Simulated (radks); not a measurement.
All-electron atom: Tm+ in [Xe] 4f13 6s1 (the NIST ground configuration). Calculated with a radial shooting solver on a logarithmic mesh with Libxc functionals: Dirac Kohn-Sham, BLYP, spin-unpolarised, spherical densities, finite nucleus; open shells fill j = l - 1/2 first; Fermi nuclear charge, rms radius 5.2256 fm. Some entries of the table are withheld. Estimate them.

orbital,occ.,eigenvalue (eV),<r^2> (bohr^2)
1s1/2,2,(1),0.0005486
2s1/2,2,-9990.642,0.008457
2p1/2,2,-9524.717,0.006088
2p3/2,4,-8544.216,0.007303
3s1/2,2,-2250.011,0.05572
3p1/2,2,-2044.631,0.05148
3p3/2,4,-1837.613,0.05827
3d3/2,4,(2),0.04577
3d5/2,6,(3),0.04765
4s1/2,2,-448.1917,0.2801
4p1/2,2,-365.5660,0.2920
4p3/2,4,-318.8038,0.3298
4d3/2,4,-182.7519,0.3713
4d5/2,6,-174.2470,0.3863
5s1/2,2,-59.8055,1.710
5p1/2,2,(4),2.214
5p3/2,4,(5),2.603
4f5/2,6,(6),(7)
6s1/2,1,(8),14.36
4f7/2,7,(9),(10)

Answer. 
(1) 1s1/2 eigenvalue (eV): -59215.95
(2) 3d3/2 eigenvalue (eV): -1486.579
(3) 3d5/2 eigenvalue (eV): -1441.330
(4) 5p1/2 eigenvalue (eV): -37.5278
(5) 5p3/2 eigenvalue (eV): -31.8037
(6) 4f5/2 eigenvalue (eV): -10.2160
(7) 4f5/2 <r^2> (bohr^2): 0.8768
(8) 6s1/2 eigenvalue (eV): -9.2255
(9) 4f7/2 eigenvalue (eV): -9.0198
(10) 4f7/2 <r^2> (bohr^2): 0.9409
